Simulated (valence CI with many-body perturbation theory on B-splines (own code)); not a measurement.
## E1 line list for Tm XXXIX

Calculated by relativistic CI+MBPT: three valence electrons over a frozen Dirac-Fock core [Ar] 3d10, radial functions for each j: 11 s, 11 p, 9 d, 7 f, 5 g, 2 h, 1 i, with the one-electron correlation potential Σ1, the two-electron term Σ2, the three-electron term Σ3, Breit, model QED; selected CI, second order for the rest (own B-spline code, finite nucleus).

The last digits are not significant, and no measured levels were compared; by estimate large intervals hold to a few tenths of a per cent, small ones and those within an open d or f shell to about a per cent.

Lines 151 to 200 of 270 in falling wavelength, among levels below 3848.3 × 10³ cm⁻¹, chosen from the strongest by gf and those to the six lowest levels. Wavelengths and rates use the calculated energies. Electric multipoles are in the length gauge, E1 and E2 with the static RPA response of the core. Weak lines are less certain than strong ones. Lines between different terms over intervals too small for the method are left out, as are lines whose strength nearly cancels. Where a level lies close to another of its J and parity, the split of strength between their lines is uncertain. The highest levels of a list are the least certain.

Levels are named by their leading jj configuration (3d3/2^4 stands for four electrons in 3d with j = 3/2), which in mixed levels can hold well under half, so a name can repeat and another be missing. Letters in brackets count levels of one name in rising energy.

```csv
λ vac (nm),Upper,Lower,A (s⁻¹),S (a.u.) with core polarisation,S without
7.602,(4s 4p1/2 4f5/2) J=5/2 [c],(4s 4p1/2 4d3/2) J=3/2 [b],2.62e+11,3.41e-01,3.62e-01
7.600,(4s 4p1/2 4d5/2) J=5/2 [b],(4s 4p1/2 4p3/2) J=3/2 [a],6.81e+10,8.85e-02,9.40e-02
7.549,(4s 4p3/2 4d5/2) J=5/2 [b],(4s^2 4d5/2) J=5/2,3.01e+11,3.83e-01,4.08e-01
7.546,(4p1/2 4p3/2 4d5/2) J=5/2 [b],(4s 4p1/2 4d3/2) J=3/2 [b],4.70e+10,5.99e-02,6.37e-02
7.525,(4s 4p3/2 4d5/2) J=7/2 [b],(4s 4p3/2^2) J=5/2,2.23e+11,3.76e-01,3.99e-01
7.510,(4s 4p3/2^2) J=3/2,(4s^2 4p3/2) J=3/2,6.47e+11,5.41e-01,5.77e-01
7.456,(4p1/2 4p3/2 4d5/2) J=3/2 [b],(4s 4p1/2 4d5/2) J=5/2 [b],3.41e+10,2.79e-02,2.98e-02
7.441,(4p3/2^3) J=3/2 [b],(4s 4p3/2^2) J=1/2,2.16e+11,1.76e-01,1.87e-01
7.420,(4p3/2^3) J=3/2 [b],(4s^2 4d5/2) J=5/2,3.34e+10,2.69e-02,2.87e-02
7.355,(4p1/2 4p3/2^2) J=5/2,(4s 4p1/2 4p3/2) J=5/2,4.23e+10,4.99e-02,5.32e-02
7.315,(4s 4p1/2 4f5/2) J=5/2 [a],(4s 4p1/2 4d3/2) J=3/2 [a],1.02e+11,1.18e-01,1.25e-01
7.245,(4s 4p1/2 4f7/2) J=7/2 [a],(4s 4p1/2 4d3/2) J=5/2,1.57e+11,2.36e-01,2.50e-01
7.237,(4p1/2 4p3/2 4d5/2) J=7/2 [c],(4s 4p1/2 4d5/2) J=7/2,2.98e+10,4.46e-02,4.75e-02
7.214,(4s 4p1/2 4d5/2) J=3/2,(4s 4p1/2 4p3/2) J=5/2,3.72e+09,2.76e-03,2.94e-03
7.192,(4p1/2 4p3/2 4d5/2) J=7/2 [b],(4s 4p1/2 4d3/2) J=5/2,2.59e+11,3.80e-01,4.03e-01
7.185,(4s^2 4f5/2) J=5/2,(4s^2 4d3/2) J=3/2,8.05e+11,8.84e-01,9.40e-01
7.180,(4p1/2 4p3/2 4d5/2) J=3/2 [b],(4s 4p1/2 4d5/2) J=5/2 [a],3.29e+10,2.40e-02,2.56e-02
7.150,(4s 4p1/2 4f5/2) J=5/2 [b],(4s 4p1/2 4d3/2) J=3/2 [a],2.68e+11,2.90e-01,3.08e-01
7.067,(4s 4p1/2 4f5/2) J=5/2 [c],(4s 4p1/2 4d3/2) J=5/2,1.17e+11,1.23e-01,1.30e-01
7.048,(4p1/2 4p3/2^2) J=1/2,(4s 4p1/2 4p3/2) J=3/2 [a],9.50e+09,3.28e-03,3.50e-03
7.046,(4p1/2 4p3/2^2) J=5/2,(4s 4p1/2 4p3/2) J=3/2 [a],2.33e+08,2.41e-04,2.56e-04
6.954,(4s 4p3/2 4d5/2) J=3/2 [b],(4s 4p3/2^2) J=5/2,4.34e+10,2.88e-02,3.08e-02
6.917,(4s 4p1/2 4d5/2) J=3/2,(4s 4p1/2 4p3/2) J=3/2 [a],7.35e+10,4.80e-02,5.12e-02
6.910,(4s 4p1/2 4f5/2) J=3/2,(4s 4p1/2 4d3/2) J=3/2 [a],9.15e+10,5.96e-02,6.34e-02
6.785,(4s 4p3/2 4d5/2) J=5/2 [b],(4s^2 4d3/2) J=3/2,4.86e+10,4.50e-02,4.77e-02
6.488,(4p1/2 4p3/2 4d5/2) J=7/2 [c],(4s 4p1/2 4d3/2) J=5/2,4.19e+10,4.52e-02,4.79e-02
6.446,(4s 4p1/2 4d3/2) J=3/2 [a],(4s 4p1/2^2) J=1/2,1.76e+10,9.32e-03,9.92e-03
6.421,(4s 4p3/2 4d3/2) J=5/2 [a],(4s 4p1/2 4p3/2) J=3/2 [b],4.12e+08,3.23e-04,3.48e-04
6.416,(4s 4p3/2 4d3/2) J=3/2,(4s 4p1/2 4p3/2) J=3/2 [b],7.72e+07,4.02e-05,4.24e-05
6.413,(4s 4p3/2 4d3/2) J=1/2 [a],(4s 4p1/2 4p3/2) J=3/2 [b],1.30e+10,3.39e-03,3.61e-03
6.406,(4p1/2 4p3/2 4d3/2) J=3/2 [a],(4p1/2^2 4p3/2) J=3/2,4.20e+10,2.18e-02,2.32e-02
6.147,(4s 4p3/2 4d5/2) J=3/2 [a],(4s 4p1/2 4p3/2) J=1/2,2.09e+11,9.58e-02,1.02e-01
6.122,(4s 4p1/2 4f5/2) J=5/2 [a],(4p1/2^2 4p3/2) J=3/2,3.54e+11,2.40e-01,2.56e-01
6.090,(4s 4p3/2 4d3/2) J=5/2 [b],(4s 4p1/2 4p3/2) J=3/2 [b],3.88e+11,2.59e-01,2.76e-01
6.085,(4s 4p3/2 4d3/2) J=5/2 [a],(4s 4p1/2 4p3/2) J=5/2,4.09e+11,2.73e-01,2.91e-01
6.080,(4s 4p3/2 4d3/2) J=3/2,(4s 4p1/2 4p3/2) J=5/2,1.19e+11,5.29e-02,5.63e-02
6.065,(4s 4p3/2 4d5/2) J=3/2 [a],(4s 4p1/2 4p3/2) J=3/2 [b],1.72e+11,7.56e-02,8.05e-02
6.049,(4p3/2^3) J=3/2 [a],(4s 4p1/2 4p3/2) J=1/2,1.73e+11,7.54e-02,8.04e-02
6.029,(4s 4p3/2 4d3/2) J=7/2,(4s 4p1/2 4p3/2) J=5/2,5.72e+11,4.95e-01,5.27e-01
6.006,(4s 4p1/2 4f5/2) J=5/2 [b],(4p1/2^2 4p3/2) J=3/2,1.82e+11,1.17e-01,1.24e-01
5.977,(4p1/2 4p3/2 4d3/2) J=3/2 [b],(4p1/2^2 4p3/2) J=3/2,6.84e+11,2.88e-01,3.07e-01
5.970,(4p3/2^3) J=3/2 [a],(4s 4p1/2 4p3/2) J=3/2 [b],1.52e+11,6.40e-02,6.82e-02
5.949,(4s 4p3/2 4d5/2) J=5/2 [a],(4s 4p1/2 4p3/2) J=3/2 [b],1.73e+09,1.08e-03,1.15e-03
5.914,(4s^2 4d3/2) J=3/2,(4s^2 4p1/2) J=1/2,7.67e+11,3.13e-01,3.33e-01
5.903,(4s 4p1/2 4d3/2) J=1/2,(4s 4p1/2^2) J=1/2,8.25e+11,1.67e-01,1.78e-01
5.897,(4p1/2 4p3/2 4d3/2) J=1/2 [b],(4p1/2^2 4p3/2) J=3/2,7.21e+11,1.46e-01,1.55e-01
5.897,(4s 4p1/2 4d3/2) J=3/2 [b],(4s 4p1/2^2) J=1/2,7.88e+11,3.19e-01,3.40e-01
5.872,(4s 4p3/2 4d3/2) J=5/2 [a],(4s 4p1/2 4p3/2) J=3/2 [a],2.91e+11,1.74e-01,1.86e-01
5.872,(4s 4p3/2 4d3/2) J=1/2 [b],(4s 4p1/2 4p3/2) J=1/2,5.55e+11,1.11e-01,1.18e-01
5.867,(4s 4p3/2 4d3/2) J=3/2,(4s 4p1/2 4p3/2) J=3/2 [a],4.97e+11,1.98e-01,2.11e-01
```
